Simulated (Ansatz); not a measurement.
The first iterations of a band of CH2OSTe (6 atoms, charge 0, multiplicity 1).

Method: RHF/def2-SVP (Ansatz).

| Property | Result |
| --- | --- |
| movable images | 5 |
| climbing image | yes |
| spring | 5.0 eV/Å² |
| optimiser | quadratic models (default) |
| start path | IDPP |
| force threshold | 0.2 eV/Å |
| iteration limit | 60 |
| end points | relaxed |

First end point:

```xyz
6
Properties=species:S:1:pos:R:3
O 1.200 0.006 -0.461
C 0.266 -0.691 0.140
S 0.477 -2.218 0.610
Te -1.626 0.247 0.508
H 0.934 0.887 -0.680
H -1.209 1.704 -0.162
```

Last end point:

```xyz
6
Properties=species:S:1:pos:R:3
O 0.882 0.417 -0.488
C 0.145 -0.482 0.108
S 0.632 -1.987 0.463
Te -1.803 0.218 0.587
H 1.741 0.047 -0.677
H -1.554 1.722 -0.040
```

| iteration | highest image above the first end (eV) | largest band force component (eV/Å) |
| --- | --- | --- |
| 1 | 0.605 | 2.426 |
| 2 | 0.351 | 1.893 |

Task: Does the band converge within its limit, and where does its top end?

Result: The forces met the threshold. It ended after 7 iterations with the highest image 0.269 eV above the first end. The threshold of 0.2 eV/Å is loose, so the images may lie well off the minimum-energy path. The order of the stationary point at the top wasn't checked.

The run took 85 s on 1 thread of Intel(R) Xeon(R) Platinum 8488C (Sapphire Rapids), with other jobs on the host, peak memory 0.17 GiB.
